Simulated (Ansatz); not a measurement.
Two structures of Al₂NH₇ClO₄, doublet, reached by relaxing down either side of one saddle point (PBE0-D4/def2-TZVP). Energies are electronic, without zero-point energy. Computed with Ansatz 0.2.0 (basis: def2-TZVPP and def2-QZVPP); correlated methods freeze the cores; orbitals are unrestricted. Extrapolation: Hartree–Fock as exp(−7.88 √X), correlation as X^−2.97. First:

```xyz
15
angstrom
Al -1.4122 0.1116 0.4705
O -1.0915 -0.4873 -1.0918
Al -0.3719 0.9672 -1.7705
O -0.7421 1.7267 0.0177
O 1.3652 0.7713 -1.8278
Cl -3.1898 0.0924 1.6014
H 0.6962 -1.0273 0.9828
N -0.0180 -0.6219 1.6421
H 0.6069 -1.7269 -0.8917
O 1.4638 -1.6077 -0.4495
H -1.0804 2.6018 0.2051
H 1.8890 1.2771 -2.4474
H 0.4343 0.0890 2.2083
H -0.3370 -1.3523 2.2705
H 1.7875 -0.8136 -0.9198
```

Second:

Al1  (-1.284, 0.071, 0.671)
O2  (-0.884, -0.534, -0.995)
Al3  (-0.307, 1.055, -1.715)
O4  (-0.895, 1.704, -0.059)
O5  (1.412, 0.837, -1.703)
Cl6  (-3.307, -0.116, 1.227)
H7  (1.125, -1.530, 0.452)
N8  (-0.004, -0.477, 1.820)
H9  (-0.155, -1.219, -0.970)
O10  (1.333, -1.801, -0.466)
H11  (-1.268, 2.560, 0.149)
H12  (1.983, 1.325, -2.295)
H13  (0.709, 0.184, 2.096)
H14  (-0.260, -1.017, 2.634)
H15  (1.803, -1.043, -0.846)
(Å)

Which bonds change from the first to the second?

Al₂NH₅ClO₃ ([NH3][Al]1([Cl])[O][Al]([OH])[OH]1) + H₂O → Al₂NH₅ClO₃ ([NH2][Al]1([Cl])[OH][Al]([OH])[OH]1) + H₂O; bonds formed: O2–H9, H7–O10; dative contacts that become bonds: Al1–N8; bonds broken: H7–N8, H9–O10.

Give the saddle point's structure and its height above each. (Judge from chemistry; the value comes from the calculation.)

Computed: 12.06 kcal/mol above the first and 11.19 kcal/mol above the second (CCSD(T) at an estimated basis limit (MP2 extrapolated from triple and quadruple zeta, plus CCSD(T) − MP2 in triple zeta)).
| atom | x (Å) | y (Å) | z (Å) |
| --- | --- | --- | --- |
| Al1 | -1.3101 | 0.0587 | 0.5604 |
| O2 | -0.9080 | -0.5612 | -1.0340 |
| Al3 | -0.3277 | 0.9718 | -1.7477 |
| O4 | -0.8296 | 1.7072 | -0.0489 |
| O5 | 1.4101 | 0.7707 | -1.7413 |
| Cl6 | -3.2378 | -0.0259 | 1.4058 |
| H7 | 0.8530 | -1.2160 | 0.6309 |
| N8 | 0.0765 | -0.5855 | 1.6526 |
| H9 | 0.1873 | -1.3003 | -0.8248 |
| O10 | 1.1600 | -1.6230 | -0.3738 |
| H11 | -1.2210 | 2.5603 | 0.1337 |
| H12 | 1.9679 | 1.3020 | -2.3078 |
| H13 | 0.6262 | 0.1379 | 2.1026 |
| H14 | -0.1902 | -1.2391 | 2.3798 |
| H15 | 1.7434 | -0.9577 | -0.7875 |

The T1 diagnostic stays at or below 0.013. ⟨S²⟩ of the unrestricted Hartree–Fock references: 0.75 (a pure state has 0.75).

Labels in which every atom is bracketed show which atoms are joined, not bond orders.

For scale, one of the runs: CCSD(T)/def2-TZVPP, 379 basis functions, launched by `ansatz run in.yaml --threads 4 --pin off --events-out ev --progress --plain --max-ram 66560MiB --backend cuda --devices 0, --max-vram 37GiB`. Hardware: 4 CPU threads of an AMD EPYC 7R13 and a share of one NVIDIA H100, shared host. Wall time 3 min; peak host memory 1.8 GiB.
